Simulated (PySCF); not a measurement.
Compound: C4H4F3O2 (doublet state).
Atom-mapped SMILES: `[OH:1][CH:2][O:3]/[CH:4]=[CH:5]/[C:6]([F:7])([F:8])[F:9]` (hydrogens: H10 on O1; H11 on C2; H12 on C4; H13 on C5)

Geometry (GFN2-xTB, Å), atoms numbered from 1 in this order:
```xyz
13
C4H4F3O2 angstrom
O      3.3755    0.2296    0.5207
C      2.0425    0.0405    0.5771
O      1.4375   -0.2949   -0.5699
C      0.1194   -0.4279   -0.7116
C     -0.8363   -0.2304    0.2215
C     -2.2698   -0.4242   -0.0934
F     -2.8180   -1.4525    0.5929
F     -2.5090   -0.6746   -1.3895
F     -3.0164    0.6524    0.2299
H      3.7043   -0.0688   -0.3386
H      1.5384    0.4654    1.4224
H     -0.1306   -0.7288   -1.7190
H     -0.6418    0.0535    1.2399
```

The hyperfine couplings belong to this conformer and change with its torsions.

The calculation used PySCF, UKS B3LYP, pcH-1 on C F H O, non-relativistic, mean-field spin-orbit, GIAO. One conformer (not necessarily the lowest) at the GFN2-xTB geometry, without solvent, vibrations or thermal averaging. The geometry wasn't refined by DFT: couplings that depend on bond lengths, twists or pyramidal angles can differ widely from those at the functional's own minimum. The SCF solution wasn't tested for stability.

(1) Match the computed a_iso(17O) values -21.6, -6.8 MHz with the sites O1; O3.

(2) Match the computed a_iso(13C) values +131.5, +6.8, -4.4 MHz with the sites C2; C5; C6.

(3) Match the computed a_iso(1H) values -47.4, -11.7, -7.3, -4.8 MHz with the sites H10; H11; H12; H13.

Results:

(1) 
| site | a_iso (MHz) | ρ(0) (bohr⁻³) | position | distance from C2 (Å) | spin population | largest \|T\| (MHz) |
| --- | --- | --- | --- | --- | --- | --- |
| O1 | -21.6 | +0.0356 | 1 bond from C2 | 1.35 | +0.11 | 63.1 |
| O3 | -6.8 | +0.0112 | 1 bond from C2 | 1.34 | 0.00 | 19.4 |

(2) 
```csv
site,a_iso (MHz),ρ(0) (bohr⁻³),position,distance from C2 (Å),spin population,largest |T| (MHz)
C2,+131.5,+0.1169,largest spin population,0.00,+0.80,150.2
C5,+6.8,+0.0060,3 bonds from C2,2.91,+0.11,15.8
C6,-4.4,-0.0039,4 bonds from C2,4.39,0.00,0.6
```

(3) 
| site | a_iso (MHz) | ρ(0) (bohr⁻³) | position | distance from C2 (Å) | bound to | spin population there | largest \|T\| (MHz) |
| --- | --- | --- | --- | --- | --- | --- | --- |
| H10 | -11.7 | -0.0026 | β, 2 bonds from C2, on O1 of spin population +0.11 | 1.90 | O1 | +0.11 | 21.2 |
| H11 | -47.4 | -0.0106 | α, 1 bond from C2 | 1.07 | C2 | +0.80 | 34.9 |
| H12 | -4.8 | -0.0011 | γ, 3 bonds from C2 | 3.25 | C4 | +0.01 | 5.5 |
| H13 | -7.3 | -0.0016 | 4 bonds from C2, on C5 of spin population +0.11 | 2.76 | C5 | +0.11 | 1.8 |

ρ(0) is the spin density at the nucleus and T the dipolar tensor; entries for several nuclei are means. The largest Mulliken spin populations are on C2 (+0.80), O1 (+0.11) and C5 (+0.11). No atom but C2 exceeds +0.15. The angles at C2 add up to 357.0°, so it is nearly planar; its axial dipolar tensor and the negative coupling of its proton fit spin in a p orbital normal to that plane.

Class means assume fast exchange of nuclei equivalent by connectivity; if that motion is slow, each nucleus keeps its own coupling. The three 19F nuclei of mean +13.5 MHz run from -0.6 to 23.0 MHz in the frozen geometry.
